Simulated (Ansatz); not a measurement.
Coupled-cluster diagnostics for (CuH)3 ring (Cu3H3), Ansatz.

Geometry of the singlet (PBE-D4/def2-SVP):

```csv
atom,x (Å),y (Å),z (Å)
Cu1,-1.278,0.178,-0.363
H2,-1.332,0.251,1.319
Cu3,0.334,0.000,1.298
H4,1.803,-0.251,0.512
Cu5,0.944,-0.178,-0.935
H6,-0.471,0.000,-1.831
```

Correlated methods freeze 27 core orbitals.

(1) Estimate the CCSD(T) correlation energy, the shares of MP2 and (T), T1 and the reference's ⟨S²⟩ for: charge 0, singlet, own geometry in def2-TZVP; charge 1, doublet, vertical in def2-TZVP; and the rough time on 4 threads of Intel Xeon on a shared host.

Answers

(1) 
| state | basis | correlation (eV) | MP2 share (%) | (T) share (%) | T1 | ⟨S²⟩ (pure) | wall time | remarks |
| --- | --- | --- | --- | --- | --- | --- | --- | --- |
| charge 0, singlet, own geometry | def2-TZVP | -34.137 | 109.7 | 4.0 | 0.030 | 0.00 (0.00) | 45 s | – |
| charge 1, doublet, vertical | def2-TZVP | -32.134 | 105.7 | 3.9 | 0.074 | 0.76 (0.75) | 3.2 min | large T1 |
Customary marks for T1 are 0.02 (closed shells), 0.045 (open shells) and about 0.05 (3d metals). T1 exceeds 0.02 in 2 of 2 rows and 0.045 in 1; the higher it lies, the less the single-reference result can be trusted.
